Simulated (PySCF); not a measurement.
## Working out the ionisation energy of Kr⁺

Kr⁺ [Ar] 3d10 4s2 4p5 (2P) → Kr²⁺ [Ar] 3d10 4s2 4p4 (3P). Calculation: PySCF 2.14, in jorge-DZP-DKH (8s6p2d1f, 43 functions); the spin-free X2C one-electron Hamiltonian (Gaussian nucleus). Frozen: [Ar] 3d10. Energies in hartree (1 hartree = 27.21139 eV):

```csv
part,Kr⁺ (lower),Kr²⁺ (upper)
UHF,-2787.527286,-2786.669185
CCSD correlation,-0.049040,-0.041575
(T),-0.000404,-0.000280
```

**Question.** What does Hartree-Fock give?

**Answer.** (-2786.669185) − (-2787.527286) = 0.858101 hartree = 23.350 eV.

**Question.** What do CCSD and CCSD(T) give?

**Answer.** The CCSD correlation energies differ by 0.007465 hartree = 0.203 eV and the triples by 0.000124 hartree = 0.003 eV, so CCSD gives 23.553 eV and CCSD(T) 23.556 eV.

Reference: 24.360 eV (measured; NIST Atomic Spectra Database, ionization energies), between the lowest levels; spin-orbit coupling is absent from the calculation.

A double-zeta basis recovers only part of the correlation energy.

What remains against the reference includes basis incompleteness, the frozen core and higher excitations.
